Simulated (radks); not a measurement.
Q: Coherent X-ray form factor from a spherical all-electron density. All-electron calculation, scalar-relativistic Kohn-Sham, PBE, spin-polarised, spherical densities, point nucleus. Program: a radial shooting solver on a logarithmic mesh with Libxc functionals.

sin(theta)/lambda (1/angstrom),f0 (electrons)
0.05,20.925
0.1,20.701
0.15,20.336
0.2,19.843
0.25,19.237
0.3,18.537
0.4,16.936
0.5,15.207
0.6,13.498
0.8,10.544
1,8.460
1.25,6.899
1.5,5.990
2,4.706

The species is in the configuration that NIST lists as its ground one. Which atom or ion scatters so?

A: The arsenic ion As12+, [Ar] 3d3. Extrapolating in s^2 from the first two rows gives f0(0) = 21.0, near the electron count 21; among species with that count, the fall with angle is slower the higher Z, and the table is that of Z = 33; from so few rows the species is fixed only to a neighbour or two.
